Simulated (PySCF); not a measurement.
# Electron correlation in B (boron, neutral)

[He] 2s2 2p1, 2P determinant. All numbers are calculated (PySCF 2.14, scalar relativity by spin-free X2C-1e, in ANO-RCC-VTZP). Frozen: nothing; 5 electrons correlated.

| level | correlation energy (mhartree) |
| --- | --- |
| CCSD | -89.93 |
| (T) | -1.60 |
| CCSD(T) | -91.53 |
| CCSDT | -91.97 |

Diagnostics: T1 = 0.010, D1 = 0.0266, largest double amplitude 0.129.

Problem. Is a single reference adequate?

Solution. Mostly. T1 lies below 0.03, but a double amplitude of this size points to a near-degeneracy that CCSD handles and MP2 describes poorly.
